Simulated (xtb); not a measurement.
I₄Ta (SMILES [I][Ta+]([I])([I])[I]), charge +1, singlet, geometry from GFN2-xTB (such geometries of metal compounds can be far from the true shape) (the multiplicity is a formal guess), atoms displaced at random by about 0.02 Å a coordinate; xtb with GFN1-xTB.

Here is a job for xtb.
```
$ xtb mol.xyz --gfn 1 --chrg 1 --opt --input xcontrol --json

# file mol.xyz
5

Ta    -0.00685608     0.00056652    -0.00597107
I      2.08259067    -0.64376335    -1.52187373
I      0.78169666     0.39961978     2.49520370
I     -1.15886474     2.21134736    -0.93497933
I     -1.76986047    -1.98888361    -0.08996177

# file xcontrol
$opt
  engine=inertial
$end
```

Question: Write the output that xtb gives for this input, abridged.

Answer: 
```
   ID    Z sym.   atoms
    1   73 Ta     1
    2   53 I      2-5

           -------------------------------------------------
          |                Calculation Setup                |
           -------------------------------------------------

           -------------------------------------------------
          |                 G F N 1 - x T B                 |
           -------------------------------------------------

          ...................................................
          :                      SETUP                      :
          :.................................................:
          :  # basis functions                  50          :
          :  # atomic orbitals                  45          :
          :  # shells                           15          :
          :  # electrons                        32          :
          :  # halogen bonds                     0          :
          :  max. iterations                   250          :
          :  Hamiltonian                  GFN1-xTB          :
          :  restarted?                      false          :
          :  GBSA solvation                  false          :
          :  PC potential                    false          :
          :  electronic temp.          300.0000000     K    :
          :  accuracy                    1.0000000          :
          :  -> integral cutoff          0.2500000E+02      :
          :  -> integral neglect         0.1000000E-07      :
          :  -> SCF convergence          0.1000000E-05 Eh   :
          :  -> wf. convergence          0.2000000E-04 e    :
          :  Broyden damping             0.4000000          :
          :  net charge                          1          :
          :  unpaired electrons                  0          :
          ...................................................

 iter      E             dE          RMSdq      gap      omega  full diag
   1    -17.5476108 -0.175476E+02  0.545E+00    2.52       0.0  T
   2    -17.5495090 -0.189824E-02  0.418E+00    2.17       1.0  T
   3    -17.5519570 -0.244803E-02  0.217E+00    2.45       1.0  T
   4    -17.5550344 -0.307739E-02  0.587E-02    2.32       1.0  T
   5    -17.5550500 -0.155429E-04  0.285E-02    2.33       1.6  T
   6    -17.5550515 -0.149516E-05  0.120E-02    2.33       3.7  T
   7    -17.5550516 -0.784673E-07  0.231E-04    2.33     193.6  T
   8    -17.5550516 -0.139508E-09  0.825E-05    2.33     542.1  T
[...]
 * total energy  :   -17.5055843 Eh     change    :  -0.1374476E-04 Eh
 * total energy  :   -17.5055946 Eh     change    :  -0.1029721E-04 Eh
 * total energy  :   -17.5055998 Eh     change    :  -0.5144136E-05 Eh
 * total energy  :   -17.5055991 Eh     change    :   0.7164126E-06 Eh
 * total energy  :   -17.5055992 Eh     change    :  -0.1723955E-06 Eh
 * total energy  :   -17.5055996 Eh     change    :  -0.3329549E-06 Eh
 * total energy  :   -17.5056000 Eh     change    :  -0.4708588E-06 Eh
 * total energy  :   -17.5056006 Eh     change    :  -0.5772447E-06 Eh
 * total energy  :   -17.5056013 Eh     change    :  -0.6460264E-06 Eh
 * total energy  :   -17.5056019 Eh     change    :  -0.6745296E-06 Eh
 * total energy  :   -17.5056027 Eh     change    :  -0.7323348E-06 Eh
 * total energy  :   -17.5056034 Eh     change    :  -0.7389530E-06 Eh
   *** GEOMETRY OPTIMIZATION CONVERGED AFTER 20 CYCLES ***
         :: total energy             -17.505603413359 Eh    ::
[...]
        20                         -0.4742025             -12.9037
        21                         -0.4734041             -12.8820
        22                         -0.2713151              -7.3829
        23                         -0.2580308              -7.0214
        24                         -0.2580103              -7.0208
        25                         -0.2579908              -7.0203
        26                         -0.2561940              -6.9714
        27                         -0.2561137              -6.9692
       ...                                ...                  ...
        45                          0.8064773              21.9454
      -------------------------------------------------------------
                  HL-Gap            0.0869865 Eh            2.3670 eV
             Fermi-level           -0.5586893 Eh          -15.2027 eV

  Mulliken/CM5 charges         n(s)   n(p)   n(d)
     1Ta    0.79715  0.97828   0.702  0.655  2.845
     2I     0.05063  0.00534   1.918  5.048 -0.017
     3I     0.05046  0.00526   1.918  5.048 -0.017
     4I     0.05074  0.00543   1.918  5.048 -0.017
     5I     0.05102  0.00569   1.918  5.047 -0.017

Wiberg/Mayer (AO) data.
largest (>0.10) Wiberg bond orders for each atom

 ---------------------------------------------------------------------------
     #   Z sym  total        # sym  WBO       # sym  WBO       # sym  WBO
 ---------------------------------------------------------------------------
     1  73 Ta   6.122 --     5 I    1.531     4 I    1.531     2 I    1.531
                             3 I    1.530
     2  53 I    1.694 --     1 Ta   1.531
     3  53 I    1.694 --     1 Ta   1.530
     4  53 I    1.694 --     1 Ta   1.531
     5  53 I    1.694 --     1 Ta   1.531
 ---------------------------------------------------------------------------

Topologies differ in total number of bonds
Writing topology from bond orders to xtbtopo.mol

 dipole moment from electron density (au)
     X       Y       Z
  -0.0157  -0.0003  -0.0189  total (Debye):    0.062

optimized geometry written to: xtbopt.xyz

           -------------------------------------------------
          | TOTAL ENERGY              -17.505603413359 Eh   |
          | GRADIENT NORM               0.000867781557 Eh/α |
          | HOMO-LUMO GAP               2.367021980866 eV   |
           -------------------------------------------------

normal termination of xtb
```
